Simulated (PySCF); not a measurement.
## Calculated data, H₃NOSi₂

Calculation on a computer-drawn molecule: the log of a Hartree-Fock and frozen-core CCSD(T) single point meant for a local Hartree-Fock minimum, with one planted fault or none, to be diagnosed. Offsets are logged minus clean, where the clean run is the same molecule without the fault. The reference is restricted for singlets and unrestricted otherwise, and also for a bond in bohr or an excited solution. Adding or removing an electron swaps singlet and doublet. The excited solution moves the top pair (singlet) or top alpha electron (doublet) to the lowest empty orbital. Highest occupied and lowest empty are orbital energies over both spins, largest force is the largest gradient component, triples share is (T) over the correlation energy, the T1 limit is 0.02 restricted and 0.045 unrestricted, electrons count all cores, a negative frequency is imaginary (commonest isotopes), and the dipole is about the centre of nuclear charge. Program: PySCF 2.14.0.

### H₃NOSi₂

Logged structure:
```xyz
7
H3NOSi2
O     -0.0256     0.9194    -1.4319
Si     0.1582     0.5132    -0.0059
N      1.5101     0.7983     0.9831
Si     3.0405     1.6077     0.6831
H     -0.8349    -0.2208     0.7906
H      1.4146     0.4324     1.9174
H      2.7529     1.9686    -0.7510
```

| Property | Result |
| --- | --- |
| meant charge | 0 |
| meant multiplicity | 1 |
| meant basis | cc-pV(D+d)Z |
| logged electrons | 47 |
| logged basis functions | 89 |
| logged SCF converged | yes |
| logged spin squared | 0.773 |
| logged highest occupied | -0.60374 eV |
| logged lowest empty | 7.081 eV |
| logged largest force | 0.069353 hartree/bohr |
| logged T1 diagnostic | 0.023537 |
| logged D1 diagnostic | 0.10635 |
| logged triples share | 0.031334 |
| logged CC converged | yes |
| logged dipole magnitude | 6.9936 debye |
| logged SCF stable within its kind | yes |
| logged energy HF | -708.94008 hartree |
| logged energy CCSD(T) | -709.52612 hartree |
| possible faults | no fault, one electron removed, one electron added, multiplicity raised by two, geometry at a saddle point, SCF held on an excited solution, minimal basis STO-3G, one bond length entered in bohr, all coordinates scaled |
| planted fault | one electron added |
| HF energy offset from clean run | 2.933 kcal/mol |
| CCSD(T) energy offset from clean run | -1.905 kcal/mol |

Drawn bonds:
| atom | other atom | order |
| --- | --- | --- |
| 1 | 2 | 2 |
| 2 | 3 | 1 |
| 3 | 4 | 1 |
| 2 | 5 | 1 |
| 3 | 6 | 1 |
| 4 | 7 | 1 |
